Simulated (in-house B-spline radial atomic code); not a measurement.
Configurations of the palladium ion Pd⁵⁺, with energies counted from [Kr] 4d5. Level of theory: non-relativistic PBEsol, spin-polarised, spherical fractional occupations, point nucleus; calculated with a B-spline radial code for spherical atoms. Shells without spins written out take the highest spin.

Occupations are held fixed; configurations that lie above the ionisation limit could autoionise.

| configuration | E - E(ref) (eV) | highest orbital | its <r> (bohr) |
| --- | --- | --- | --- |
| [Kr] 4d(2 up, 2 down) 5d(0 up, 1 down) | 51.633 | 5d down | 2.86 |
| [Kr] 4d4 5f1 | 60.728 | 5f up | 3.986 |
| [Ar] 3d10 4s2 4p5 4d5 4f1 | 91.084 | 4f up | 1.886 |
| [Ar] 3d10 4s2 4p5 4d5 5d1 | 92.54 | 5d up | 2.815 |
| [Ar] 3d10 4s2 4p(3 up, 2 down) 4d(0 up, 5 down) 5d(0 up, 1 down) | 97.9 | 5d down | 2.82 |
| [Ar] 3d9 4s2 4p6 4d5 5f1 | 405.93 | 5f up | 3.897 |
| [Ar] 3d(4 up, 5 down) 4s2 4p6 4d(2 up, 3 down) 5f(1 up, 0 down) | 412.77 | 5f up | 3.941 |

**Question.** Order these further configurations by energy, lowest first.
A. [Ar] 3d10 4s2 4p5 4d5 5p1
B. [Ar] 3d9 4s2 4p6 4d5 5d1
C. [Ar] 3d9 4s2 4p6 4d5 5s1
D. [Kr] 4d4 5s1
E. [Kr] 4d(2 up, 3 down)

**Answer.** E (5.6536 eV), D (24.426 eV), A (78.533 eV), C (369.09 eV), B (392.26 eV).

**Question.** How far above the reference does [Ar] 3d9 4s2 4p6 4d5 4f1 lie?

**Answer.** 391 eV; its least bound orbital is 4f up with <r> = 1.846 bohr.

**Question.** How far above the reference does [Ar] 3d(4 up, 5 down) 4s2 4p6 4d(4 up, 1 down) 5s(1 up, 0 down) lie?

**Answer.** 374.39 eV; its least bound orbital is 5s up with <r> = 2.079 bohr.

**Question.** How far above the reference does [Ar] 3d10 4s2 4p5 4d5 5s1 lie?

**Answer.** 69.461 eV; its least bound orbital is 5s up with <r> = 2.089 bohr.
